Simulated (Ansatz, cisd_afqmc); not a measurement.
Species: BCl, charge 1, doublet. BCl+ (parent SMILES Cl[B], doublet).
B3LYP-D3(BJ)/def2-TZVP minimum from Ansatz (a quantum-chemistry and plane-wave program):
```
B
Cl 1 1.6002
```
Charge +1, spin multiplicity 2.

Total energies in cc-pV(D+d)Z, 9 correlated electrons, 6 frozen orbitals. Radicals and triplets start from unrestricted determinants; spin-orbit coupling is neglected. Cores are frozen in correlated methods. No relativity. AFQMC/CISD: phaseless, guided by CISD from CCSD amplitudes; bars are statistical, one sigma. Outlying blocks are dropped, and bars are widened where a walk drifts. Over all cases where full CI ran beside it in this data, AFQMC minus full CI had a median of +0.1 mEh and passed +0.4 mEh in a tenth of the cases.

| method | program | energy (Eh) | minus CCSDTQ (mEh) |
|---|---|---|---|
| HF | Ansatz | -483.81479 | 203.53 |
| MP2 | Ansatz | -483.99056 | 27.76 |
| CCSD | Ansatz | -484.00905 | 9.26 |
| CCSD(T) | Ansatz | -484.01688 | 1.44 |
| CCSDT(Q) | Ansatz | -484.01840 | -0.08 |
| CCSDTQ | Ansatz | -484.01831 | 0.00 |
| AFQMC/CISD | cisd_afqmc | -484.0181 ± 0.0008 | 0.2 ± 0.8 |

Rough core times of Ansatz's runs on a shared machine: CCSD(T) under 20 s, CCSDT(Q) 20 s, CCSDTQ 9 min.
